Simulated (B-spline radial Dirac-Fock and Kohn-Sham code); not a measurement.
Atomic SCF run for Cs

ΔSCF core binding energies without Breit or QED terms, calculated with a B-spline atomic structure program. Keys: rel is the Hamiltonian (dirac, or spin-free x2c and nr, where L3 and M5 stand for the whole 2p and 3d shells), method is hf or an exchange,correlation pair (spin-unpolarised, also for the hole states), nuc the nuclear model, radius_factor scales its radius, rmax is the box in bohr, h the logarithmic mesh step, order the B-spline order, points the quadrature points per cell, c_factor scales the speed of light, and damp, ndamp, maxit and tol steer the iteration. The run stops when the commutator error falls below 10·tol·max(1, Z/10), or the numerical noise floor, and the energy has settled to about 1e-8 Ha; the virial ratio is −V/T.

Input (task.json):

```json
{"items": [{"Z": 55, "q": 0, "cfg": [[1, 0, 2], [2, 0, 2], [2, 1, 6], [3, 0, 2], [3, 1, 6], [3, 2, 10], [4, 0, 2], [4, 1, 6], [4, 2, 10], [5, 0, 2], [5, 1, 6], [6, 0, 1]], "A": 133, "rrms": 4.8041, "do": "settings", "holes": ["K", "L3", "M5"],
  "settings": [{"rel": "dirac", "method": "hf", "nuc": "fermi", "radius_factor": 1.0, "rmax": 45.0, "h": 0.3, "order": 8, "points": 10, "c_factor": 1.0, "maxit": 60, "damp": 0.5, "ndamp": 3, "tol": 1e-06}]}]}
```

Command: `python xray2_run.py task.json out`

Ground-state iterations:

```
iter   energy (Ha)        error
   1    -7782.61117451  1.88e+00
   2    -7785.47794338  2.58e-01
   3    -7786.69218870  5.60e-02
   4    -7786.76645644  1.70e-02
   5    -7786.77298210  7.32e-03
   6    -7786.77408763  1.06e-03
   7    -7786.77413126  2.97e-04
   8    -7786.77413401  2.88e-05
   9    -7786.77413405  4.27e-06
```

The ground state converged in 9 iterations, with total energy -7786.77413 Ha, virial ratio 1.93907 and highest orbital energy -3.49 eV. ΔSCF binding energies: K (1s) 36119.7 eV, L3 (2p3/2) 5028.3 eV, M5 (3d5/2) 732.3 eV.
